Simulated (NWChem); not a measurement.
CdHSeF; SMILES [F][Cd][SeH]

```xyz
4

Cd    -0.0102     0.7370    -0.0013
F     -0.0042     2.6719     0.0040
Se    -0.0270    -1.6967     0.0007
H      1.4462    -1.7376     0.0003
```
Atoms are numbered in this order, from 1.

Results from NWChem. All runs use the structure optimised with PBE0/def2-SVP. def2 effective core potentials on Cd; no spin-orbit coupling. Ions are spin-unrestricted doublets at the neutral geometry; other ion states weren't tried. Functional: LC-ωPBE (HJS hole) with def2-SVP; rows give the range parameter ω in 1/bohr.

**Question.** At which range parameter does −ε(HOMO) equal the ΔSCF ionisation energy (optimal tuning)?

**Answer.** about 0.34 per bohr, by linear interpolation in these runs:
```csv
range parameter (1/bohr),"vertical ionisation energy, ΔSCF (eV)",−ε(HOMO) (eV),ΔSCF minus −ε(HOMO) (eV)
0.15,9.44,8.04,1.40
0.25,9.48,8.94,0.54
0.35,9.50,9.54,-0.04
0.40,9.52,9.76,-0.24
0.50,9.54,10.08,-0.54
```
